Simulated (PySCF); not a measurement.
Simulated absorption spectrum

Species: TiF2(OMe)2, C₂H₆F₂O₂Ti (singlet state).
SMILES: `C[O][Ti]([F])([F])[O]C`

Computed, not measured: PySCF 2.14.0, density-fitted response routines, TDDFT PBE0/def2-SVPD, vertical, gas phase, core orbitals frozen in the response. Geometry: PBE0-D3(BJ)/def2-SVP; no solvent, vibrations or thermal averaging.

Computed states:

```json
{"state": "S1", "E (eV)": "5.51", "f": "0.0001"}
{"state": "S2", "E (eV)": "5.63", "f": "0.0052"}
{"state": "S3", "E (eV)": "5.74", "f": "0.0002"}
{"state": "S4", "E (eV)": "5.76", "f": "0.0003"}
{"state": "S5", "E (eV)": "6.02", "f": "0.0036"}
{"state": "S6", "E (eV)": "6.16", "f": "0.016"}
{"state": "S7", "E (eV)": "6.18", "f": "0.054"}
{"state": "S8", "E (eV)": "6.42", "f": "0.0012"}
{"state": "S9", "E (eV)": "6.53", "f": "0.052"}
{"state": "S10", "E (eV)": "6.61", "f": "0.0035"}
{"state": "S11", "E (eV)": "6.66", "f": "0.0020"}
{"state": "S12", "E (eV)": "6.69", "f": "0.0062"}
{"state": "S13", "E (eV)": "6.71", "f": "0.0072"}
{"state": "S14", "E (eV)": "6.78", "f": "0.0008"}
{"state": "S15", "E (eV)": "6.80", "f": "0.015"}
```

Broadening: Gaussians 0.3 eV wide at half height, area fixed by f = 4.319×10⁻⁹ ∫ε dν̃. The width is an assumption, not a result. The curve ends short of the highest state used, and states not computed would add to its high-energy end.

(1) What does the envelope look like, and where are its maxima?

(2) Coming from long wavelengths, where does ε first pass 100 L mol⁻¹ cm⁻¹?

(3) On this curve, what absorbance would a 10⁻⁵ mol/L sample give at 222 nm over a 1 cm path?

Answers

(1) 
λ (nm), ε (L mol⁻¹ cm⁻¹) and a bar:
```
    199.9       6480 ##############################
    201.2       6489 ##############################
    202.5       5985 ############################
    203.8       5082 #######################
    205.1       3987 ##################
    206.3       2987 ##############
    207.6       2054 #########
    208.9       1345 ######
    210.2        863 ####
    211.5        574 ###
    212.8        430 ##
    214.1        385 ##
    215.4        398 ##
    216.7        437 ##
    218.0        478 ##
    219.2        501 ##
    220.5        501 ##
    221.8        472 ##
    223.1        419 ##
    224.4        351 ##
    225.7        278 #
    227.0        208 #
    228.3        147 #
    229.6         99 
    230.9         64 
    232.1         41 
    233.4         24 
    234.7         13 
    236.0          7 
    237.3          4 
    238.6          2 
    239.9          1 
    241.2          0 
    242.5          0 
    243.8          0 
    245.0          0
```

Maxima: 220 nm (5.64 eV), ε about 500, made up of S2 (92%); 201 nm (6.18 eV), ε about 6500, made up of S6 (21%) and S7 (75%) (ε in L mol⁻¹ cm⁻¹; maxima over ε = 5, shares over 10%).

(2) At about 230 nm (5.40 eV), 0.11 eV below S1.

(3) 222 nm is 5.585 eV, where ε is about 470 L mol⁻¹ cm⁻¹, so A = ε c l ≈ 0.0047 (Beer–Lambert, with the gas-phase spectrum and the assumed width).
